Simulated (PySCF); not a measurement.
Molecule: SMILES O=C(F)C1CCCC1, C6H9FO.

Bonds (- single, = double, # triple, : aromatic): O1=C2, C2-F3, C2-C4, C4-C5, C5-C6, C6-C7, C7-C8, C8-C4. C4 carries H9; C5 carries H10, H11; C6 carries H12, H13; C7 carries H14, H15; C8 carries H16, H17. H11, H12, H14, H17 are cis to C2 on the ring; H10, H13, H15, H16 are trans to C2 on the ring.

Frames of a GFN2-xTB Langevin trajectory at 300 K; GIAO PBE0/pcSseg-1 shieldings in PySCF 2.14.0 with density-fitted response routines, gas phase, non-relativistic; equivalent atoms averaged within each frame.

References, each an isolated molecule treated in the same way: 17O (336.08 ppm) against H2O; TMS for 13C (186.93 ppm), 1H (31.72 ppm); CFCl3 for 19F (170.95 ppm). The references are static minima.

How do the shifts (ppm) fluctuate along the trajectory?

## Answers


```
         time (fs)     O1     C2    C4  C6/C7  C5/C8    F3    H9  H12/H14  H11/H17  H10/H16
optimised geometry  448.6  177.2  43.1   30.2   32.5  46.0  2.97     1.69     2.27     1.91
               250  451.7  173.9  46.4   27.2   26.7  66.4  4.19     2.05     2.03     1.63
               425  452.0  179.4  45.9   26.1   31.7  60.1  2.03     1.58     1.90     2.51
               625  416.9  171.9  42.6   30.6   33.6  80.3  3.20     2.36     2.13     2.06
               800  460.2  180.8  34.3   27.3   34.2  50.2  1.80     1.88     2.66     2.63
              1000  467.1  186.6  54.7   30.3   27.2  54.5  3.64     2.41     2.37     2.19
    mean of frames  449.6  178.5  44.8   28.3   30.7  62.3  2.97     2.06     2.22     2.20
standard deviation   19.4    5.8   7.3    2.0    3.5  11.8  1.03     0.35     0.30     0.40
```

5 frames give an uncertainty of the mean of about the standard deviation over 2.2 at best, since frames this close in time may not be independent; classical motion lacks zero-point vibration, and the reference would need the same averaging.
